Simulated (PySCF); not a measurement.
# Working out the ionisation energy of Ti⁺

Ti⁺ [Ar] 3d2 4s1 (4F) → Ti²⁺ [Ar] 3d2 (3F). Calculation: PySCF 2.14, in ANO-RCC-VTZP (6s5p3d2f1g, 59 functions); scalar relativity by spin-free X2C-1e. Frozen: [Ne]. Energies in hartree (1 hartree = 27.21139 eV):

```csv
part,Ti⁺ (lower),Ti²⁺ (upper)
UHF,-852.543855,-852.068684
MP2 opposite-spin,-0.216073,-0.206272
MP2 same-spin,-0.086566,-0.074529
```

Q: What does Hartree-Fock give?

A: (-852.068684) − (-852.543855) = 0.475171 hartree = 12.930 eV.

Q: What do MP2 and SCS-MP2 (6/5 opposite-spin, 1/3 same-spin) give?

A: The opposite-spin parts differ by 0.267 eV and the same-spin parts by 0.328 eV. MP2: 12.930 + (0.267) + (0.328) = 13.525 eV. SCS-MP2: 12.930 + 1.2 × (0.267) + (0.328)/3 = 13.360 eV.

A first-order spin-orbit estimate adds -0.002 eV to MP2 (valence and next inner shell), giving 13.523 eV against 13.575 eV (measured; NIST Atomic Spectra Database, ionization energies).

What remains against the reference includes basis incompleteness, the frozen core and correlation beyond second order.
